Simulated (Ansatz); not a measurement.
Basis sets compared for [MnF6]2- (MnF6²⁻). Charge -2, multiplicity 4. Geometry PBE-D4/def2-SVPD. Ansatz on 4 threads of Intel Xeon 6975P-C on a shared host; times are rough, and most runs start from earlier orbitals.

Cartesian coordinates in Å:
```
Mn 0.000 0.000 0.000
F -1.080 -0.323 1.478
F 1.080 0.323 -1.478
F -1.470 -0.207 -1.120
F 1.470 0.207 1.120
F 0.359 -1.819 -0.135
F -0.359 1.819 0.135
```

A multiply charged anion in the gas phase is held together partly by the finite basis. At PBE-D4/def2-SVPD, PBE-D4/def2-TZVPD, PBE0-D4/def2-TZVPD the highest occupied level of the charge -2 quartet lies above zero (up to 2.80 eV). It is a level of α spin, whose loss leaves a triplet; that state wasn't run at this geometry and level. The electron is either unbound and held by the finite basis, or the level is raised by self-interaction error.

```tsv
level	functions	energy (Eh)	HOMO (eV)	LUMO (eV)	wall time
PBE-D4/def2-SVPD	172	-1748.9554	2.64	5.31	2.1 s
PBE0-D4/def2-SVPD	172	-1748.9052	-0.07	5.67	4 s
```

(1) Estimate the rows for PBE-D4/def2-TZVPD, PBE0-D4/def2-TZVPD (with forces).

Answers

(1) 
```json
{"level": "PBE-D4/def2-TZVPD", "functions": "288", "energy (Eh)": "-1749.7941", "HOMO (eV)": "2.80", "LUMO (eV)": "5.50", "wall time": "4.6 s"}
{"level": "PBE0-D4/def2-TZVPD (with forces)", "functions": "288", "energy (Eh)": "-1749.7465", "HOMO (eV)": "0.02", "LUMO (eV)": "5.97", "wall time": "15 s"}
```
